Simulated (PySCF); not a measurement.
B(H)(Cl)(OH), SMILES OBCl, B3LYP/def2-SVP optimised geometry.

```
5

B     -0.54    -0.45     0.00
H     -1.13    -1.49     0.00
Cl     1.24    -0.45     0.00
O     -1.24     0.70     0.00
H     -0.69     1.49     0.00
```

Density from B3LYP/def2-TZVP in PySCF 2.14.0 at that geometry.

Minimum of the electron density along straight lines between bonded atoms, close to the bond critical point (lines longer than 1.1 times the sum of covalent radii, or with two minima, are not listed):

| bond | length / Å | ρ at the minimum / e bohr⁻³ | ∇²ρ there / e bohr⁻⁵ | position (fraction from the first atom) |
|---|---|---|---|---|
| B1–H2 | 1.199 | 0.192 | ? | 0.44 |
| B1–Cl3 | 1.779 | ? | -0.03 | 0.30 |
| B1–O4 | 1.341 | 0.221 | ? | 0.33 |
| O4–H5 | 0.968 | 0.352 | -2.39 | 0.81 |

Question: Fill in the missing entries.

Answer: 
- B1–H2, ∇²ρ there / e bohr⁻⁵: -0.49
- B1–Cl3, ρ at the minimum / e bohr⁻³: 0.143
- B1–O4, ∇²ρ there / e bohr⁻⁵: 1.01
